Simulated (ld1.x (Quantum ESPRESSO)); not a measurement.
Logarithmic derivatives: hydrogen (H), TM

ld1.x (Quantum ESPRESSO) 7.5 input, shortened:

```
&input
   title='H', zed=1., rel=1, dft='PZ', iswitch=3,
   config='1s1 2p-2'
 /
 &inputp
   pseudotype=2, tm=.true., lloc=-1, rcloc=0.60,
   nlcc=.false.
 /
2
1S  1  0   1.00   0.00  0.80  0.80  0.0
2P  2  1  -2.00   0.20  0.75  0.75  0.0
 &test
   configts(1)='1s1'
 /
```

The phase is arctan(r·u′/u) with u = r·R(r), unwrapped; energies in Ry, scanned from -2 to 5 Ry. A pole is an energy at which the radial function vanishes at the test radius. The pseudo phase is shifted by a multiple of π to meet the all-electron one at the reference energy, and phase errors are pseudo minus all-electron; the curves can meet again beyond the range given. Levels narrower than the energy grid can be missing from the lists of poles.

Problem. For each channel, where are the poles, and over which energies does the pseudopotential scatter like the atom?

Solution.

| channel | radius (bohr) | reference energy (Ry) | poles, all-electron | poles, pseudo | unbroken range about the reference energy with phases within 0.05 rad | phase error 1 Ry above the reference energy (rad) |
| --- | --- | --- | --- | --- | --- | --- |
| s | 0.90 | -0.47 | none | none | the whole range | +0.000 |
| p | 0.90 | 0.20 | none | none | the whole range | +0.000 |

Phases in the s channel:

```csv
E (Ry),all-electron,pseudo
-2.00,0.633,0.633
-1.76,0.578,0.578
-1.52,0.515,0.515
-1.28,0.445,0.445
-1.04,0.367,0.367
-0.80,0.279,0.279
-0.56,0.183,0.183
-0.32,0.079,0.079
-0.08,-0.032,-0.032
0.16,-0.148,-0.148
0.40,-0.267,-0.267
0.64,-0.384,-0.384
0.88,-0.497,-0.497
1.12,-0.604,-0.604
1.36,-0.703,-0.703
1.60,-0.793,-0.793
1.84,-0.875,-0.874
2.08,-0.948,-0.947
2.32,-1.013,-1.012
2.56,-1.071,-1.071
2.80,-1.123,-1.123
3.04,-1.170,-1.169
3.28,-1.212,-1.211
3.52,-1.250,-1.249
3.76,-1.284,-1.283
4.00,-1.316,-1.315
4.24,-1.344,-1.343
4.48,-1.370,-1.369
4.72,-1.394,-1.393
4.96,-1.417,-1.415
```
